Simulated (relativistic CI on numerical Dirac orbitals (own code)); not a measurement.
# One change at a time: Re20+

Base calculation: Dirac-Coulomb-Breit CI, orbitals from a KLI potential per configuration, a model potential for QED, unscaled Slater integrals.

Configuration list (outside the closed core [Ar] 3d10 4d10): 4s2.4p6.4f9, 4s2.4p6.4f8.5s, 4s2.4p6.4f8.5p, 4s2.4p6.4f7.5s.5p, 4s2.4p6.4f8.6s, 4s2.4p5.4f10, 4s2.4p6.4f7.5s2, 4s2.4p6.4f6.5s2.5p, 4s2.4p6.4f6.5s2.6s, 4p6.4f11, 4p5.4f12. Double excitations out of closed p, d and f shells are left out; levels of such configurations are missing from the list, as are those of other unlisted configurations, and high levels can miss mixing partners.

Variants: (1) only the first configuration; (2) only the first 3 configurations. Shifts of the energy above 4s2.4p6.4f9 6H°_15/2, in cm⁻¹, for the lowest level and the first level of each name with at least 55 % of one term (blank where a level changes its place among those of its configuration and J or its character, or is not in the variant):

```
               Level     Base     Δ(1)     Δ(2)
4s2.4p6.4f9 6H°_15/2      0.0      0.0      0.0
4s2.4p6.4f9 6H°_13/2  14184.8    -53.0    -54.8
 4s2.4p6.4f9 6H°_9/2  27576.5   +185.4   +178.5
 4s2.4p6.4f9 6H°_5/2  35368.1   +268.2   +262.0
 4s2.4p6.4f9 6F°_3/2  36979.7   +635.4   +609.5
 4s2.4p6.4f9 6F°_5/2  37737.8   +456.3   +439.8
 4s2.4p6.4f9 6F°_1/2  40977.1   +426.9   +402.1
4s2.4p6.4f9 4M°_21/2  51610.4   +115.4   +134.5
4s2.4p6.4f9 4G°_11/2  52398.3  +1299.2  +1285.7
4s2.4p6.4f9 4M°_17/2  70114.9   +249.7   +255.2
4s2.4p6.4f9 4M°_19/2  72270.4   +136.0   +141.6
4s2.4p6.4f9 4H°_13/2  74932.7   +923.2   +893.1
4s2.4p6.4f9 4L°_17/2  79034.9   +250.0   +238.9
 4s2.4p6.4f9 4F°_3/2  82601.3  +1672.4  +1634.4
 4s2.4p6.4f9 4G°_9/2  83601.1  +1513.7  +1496.9
4s2.4p6.4f9 4K°_11/2  88119.8   +749.5   +738.6
4s2.4p6.4f9 2N°_21/2  90481.1   +167.8   +176.3
```

At this charge energies of transitions that change n are usually good to better than 1 %, and those within a shell (Δn = 0) to a few per cent. Terms inside the open d or f shell come out 10 to 20 % too wide with unscaled integrals.

Ionisation energy from the two ground configurations alone: base 546.605 eV. The NIST ASD value (theoretical) is 570 eV. The gap of more than 2 % comes from missing correlation, or from a tabulated value that is itself an estimate.

LS names give the leading component of a level, which can be under half, so a name can repeat, a term be missing and a line seem to break the LS rules.
